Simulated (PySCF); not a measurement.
Al(CF3)(OH)2 (CH2AlF3O2), SMILES [Al]([OH])([OH])[C](F)(F)F.

Coordinates come from a B3LYP-D3(BJ)/def2-SVP optimisation. The structure was generated by enumeration; whether it is a known compound was not checked. One conformer was computed; it need not be the lowest.

Level of theory: PySCF with TDDFT-PBE0/def2-SVPD.

Vertical excitations. Gas-phase values at a fixed geometry.

Computed excitation energies, oscillator strengths and character:
```json
[
 {"state": "S1", "energy (eV)": "7.17", "λ (nm)": "173", "f": "0.000", "main pairs": "HOMO−1→LUMO 97 %"},
 {"state": "S2", "energy (eV)": "7.32", "λ (nm)": "169", "f": "0.082", "main pairs": "HOMO→LUMO 93 %"},
 {"state": "S3", "energy (eV)": "7.35", "λ (nm)": "169", "f": "0.041", "main pairs": "HOMO−2→LUMO 84 %"},
 {"state": "S4", "energy (eV)": "7.49", "λ (nm)": "165", "f": "0.003", "main pairs": "HOMO→LUMO+1 81 %, HOMO−3→LUMO 17 %"},
 {"state": "S5", "energy (eV)": "7.74", "λ (nm)": "160", "f": "0.001", "main pairs": "HOMO−2→LUMO+1 98 %"},
 {"state": "S6", "energy (eV)": "7.81", "λ (nm)": "159", "f": "0.175", "main pairs": "HOMO−3→LUMO 79 %, HOMO→LUMO+1 17 %"},
 {"state": "S7", "energy (eV)": "8.22", "λ (nm)": "151", "f": "0.103", "main pairs": "HOMO−1→LUMO+1 84 %"},
 {"state": "S8", "energy (eV)": "8.28", "λ (nm)": "150", "f": "0.070", "main pairs": "HOMO−4→LUMO 81 %"},
 {"state": "S9", "energy (eV)": "8.59", "λ (nm)": "144", "f": "0.023", "main pairs": "HOMO−3→LUMO+1 79 %, HOMO−2→LUMO+2 13 %"},
 {"state": "S10", "energy (eV)": "8.80", "λ (nm)": "141", "f": "0.018", "main pairs": "HOMO−4→LUMO+1 97 %"},
 {"state": "T1", "energy (eV)": "6.64", "λ (nm)": "187", "f": "0", "main pairs": "HOMO→LUMO+1 71 %, HOMO→LUMO 23 %"},
 {"state": "T2", "energy (eV)": "6.70", "λ (nm)": "185", "f": "0", "main pairs": "HOMO→LUMO 67 %, HOMO→LUMO+1 24 %"},
 {"state": "T3", "energy (eV)": "6.85", "λ (nm)": "181", "f": "0", "main pairs": "HOMO−1→LUMO 93 %"},
 {"state": "T4", "energy (eV)": "6.95", "λ (nm)": "178", "f": "0", "main pairs": "HOMO−2→LUMO 93 %"}
]
```
Triplets are in the Tamm–Dancoff approximation, which puts them higher than full response would, so one can lie above its singlet here.
